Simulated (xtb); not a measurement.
Cl2GeH4OSi, SMILES O[Si](Cl)(Cl)[GeH3]. All values are semi-empirical tight-binding results from xtb (GFN2-xTB unless named), good for trends rather than for accurate numbers. Coordinates come from a GFN2-xTB optimisation. This is a generated structure with no PubChem entry under its InChIKey; it may be hypothetical. Other conformers were not sampled.

Optimised geometry:

Bonded distances (Å): O1–Si2 1.621, O1–H6 0.954, Si2–Cl3 1.998, Si2–Cl4 2.026, Si2–Ge5 2.325, Ge5–H7 1.499, Ge5–H8 1.492, Ge5–H9 1.493. Angles (°): Si2–O1–H6 123.0, O1–Si2–Cl3 103.7, O1–Si2–Cl4 109.1, O1–Si2–Ge5 112.2, Cl3–Si2–Cl4 111.1, Cl3–Si2–Ge5 111.8, Cl4–Si2–Ge5 108.9, Si2–Ge5–H7 112.6, Si2–Ge5–H8 113.9, Si2–Ge5–H9 113.7, H7–Ge5–H8 105.1, H7–Ge5–H9 105.2, H8–Ge5–H9 105.6.
Charge 0, spin multiplicity 1.

For metal compounds this method's bond lengths and energies can be far off.

Computed properties:
```json
{
 "orbital_gap": "5.75 eV",
 "zero_point_energy": "24.5 kcal/mol",
 "G − E(el) at 298.15 K (modified RRHO)": "1.9 kcal/mol"
}
```

**Question.** Give the atomic charges and the Wiberg bond orders between heavy atoms. (An estimate is asked for; the answer gives what the named calculation found.)

**Answer.** charges (e) O1 -0.45, Si2 0.57, Cl3 -0.19, Cl4 -0.25, Ge5 0.03, H6 0.32, H7 -0.02, H8 -0.01, H9 -0.01. Bond orders O1–Si2 1.23, Si2–Cl3 1.13, Si2–Cl4 1.05, Si2–Ge5 0.70.
